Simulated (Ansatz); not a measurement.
Energy difference R1 → 2 P1, each structure at its B3LYP-D3(BJ)/def2-TZVP stationary point, reached from a drawn start (curvature not checked).
R1: Cl2 (SMILES ClCl), charge 0, multiplicity 1.
P1: Cl atom, charge 0, multiplicity 2.

P less R. No zero-point or thermal terms; singlets are restricted closed shells; open shells are unrestricted; no spin–orbit coupling.

Correlated levels freeze the cores. CBS(a, b) extrapolates the correlation energy as X⁻³ and adds the Hartree–Fock energy of set b.

Programs: Ansatz (Gaussian orbitals). All values are computed, each at the level named.

The comparison value is 58.95 kcal/mol (CCSD(T)/CBS(cc-pV(T+d)Z, cc-pV(Q+d)Z)). It is a level with limits of its own, not the exact answer.

Task: Order these levels by how close they come to the comparison value for the reaction energy, closest first: MP2/CBS(cc-pV(T+d)Z, cc-pV(Q+d)Z), wB97X-V/def2-TZVPP, HF/cc-pV(D+d)Z, MP2/cc-pV(T+d)Z, PBE0/def2-TZVPP. Give each level's value less the comparison value.

Result: PBE0/def2-TZVPP (0.23 kcal/mol), wB97X-V/def2-TZVPP (-0.86 kcal/mol), MP2/cc-pV(T+d)Z (-1.23 kcal/mol), MP2/CBS(cc-pV(T+d)Z, cc-pV(Q+d)Z) (4.72 kcal/mol), HF/cc-pV(D+d)Z (-45.33 kcal/mol)

Ansatz is a first-principles code.
